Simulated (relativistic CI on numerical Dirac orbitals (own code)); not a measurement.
The 4d ions of charge 4+

Method of calculation: Dirac-Coulomb-Breit CI, separate exchange-only KLI orbitals for each configuration, model QED (radiative potential, 1s self-energy scaled to tabulated hydrogen-like ionisation energies), valence Slater integrals scaled by 0.75 (own radial code, finite nucleus).

Each species is treated in one configuration, given outside its closed core, with all valence electrons in the open shell. Radial values are for the open shell of highest l, unscaled and averaged over j; ζ includes the Breit term. Labels give the leading LS character, summed over repeated terms.

```
 Ion  Configuration  Its lowest level  LS weight (%)    g_J  g√(J(J+1))  ⟨r⟩ (bohr)  ⟨r²⟩ (bohr²)  ζ (cm⁻¹)
Nb⁴⁺             4d            2D_3/2            100  0.799        1.55       1.612         3.004     690.9
Mo⁴⁺            4d2              3F_2             98  0.671        1.64       1.523         2.686     861.1
Tc⁴⁺            4d3            4F_3/2             98  0.405        0.79       1.443         2.418      1054
Ru⁴⁺            4d4              5D_0             96               0.00       1.372         2.189      1271
Rh⁴⁺            4d5            6S_5/2             98  1.995        5.90       1.309         1.994      1515
Pd⁴⁺            4d6              5D_4             97  1.492        6.67       1.251         1.825      1786
Ag⁴⁺            4d7            4F_9/2             95  1.323        6.58       1.199         1.678      2086
Cd⁴⁺            4d8              3F_4             99  1.247        5.58       1.152          1.55      2419
```
